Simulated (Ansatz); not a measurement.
C2H4BBr (`BrB1CC1`) from Hartree–Fock to CCSD(T)

```xyz
8

Br   -2.0963   -1.3385   -1.2473
B    -0.6852   -0.4376   -0.4079
C     0.7118    0.1393   -0.4812
C    -0.1279    0.2336    0.8286
H     1.5772   -0.5174   -0.4685
H     0.8951    1.0648   -1.0198
H     0.2039   -0.3631    1.6737
H    -0.4785    1.2190    1.1223
```

The species carries charge 0 and has multiplicity 1. Correlated methods include outer-core shells of Br, which these sets cover unevenly. Scalar relativity is left out up to krypton. The structure was optimised at the PBE0-D4/def2-TZVP level. Frozen core, restricted reference, Ansatz.

```json
{"basis": "def2-SVP", "HF (Eh)": "-2674.76041", "MP2 corr.": "-0.58391"}
{"basis": "def2-TZVPP", "HF (Eh)": "-2675.18586", "MP2 corr.": "-0.70472"}
{"basis": "def2-QZVPP", "HF (Eh)": "-2675.23954", "MP2 corr.": "-1.04954"}
```

Question: Estimate the CCSD correlation energy and the (T) correction in each basis where they were run (hartree).

Answer: 
| basis | CCSD corr. | (T) |
| --- | --- | --- |
| def2-SVP | -0.61501 | -0.01852 |
| def2-TZVPP | -0.73317 | -0.02982 |
